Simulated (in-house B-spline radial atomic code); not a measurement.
A fraction x of an electron is removed from 4d in Ho⁵⁺, starting from [Kr] 4d10 4f9 5s2 5p5 and keeping the highest spin. Method: scalar-relativistic (X2C) B3LYP, spin-polarised, spherical fractional occupations, Fermi nucleus of rms radius 5.2022 fm. Calculated with a B-spline radial code for spherical atoms.

Caution: exact exchange at fractional occupations of open shells leaves self-interaction of up to several eV.

| x | E(x) - E(0) (eV) | 4d down level (eV) |
| --- | --- | --- |
| 0 | 0.0000 | -232.478 |
| 0.08 | 18.6727 | -234.341 |
| 0.14 | 32.7752 | -235.746 |
| 0.27 | 63.6211 | -238.811 |
| 0.49 | ? | ? |
| 0.5 | 119.1777 | -244.304 |
| 0.51 | 121.6219 | -244.545 |
| 0.67 | ? | ? |
| 0.86 | 208.6997 | -253.074 |
| 0.95 | 231.5763 | -255.298 |
| 1 | 244.3722 | -256.538 |

Task: What belongs in the row x = 0.49?

Result: An energy change of 116.7358 eV; 4d down at -244.064 eV.

Task: What belongs in the row x = 0.67?

Result: An energy change of 161.0586 eV; 4d down at -248.420 eV.

Task: Check Janak's theorem between x = 0.08 and 0.14.

Result: The slope of the energy is 235.04 eV; the orbital levels give 235.04 eV (-ε of the emptying orbital, averaged over the two points).
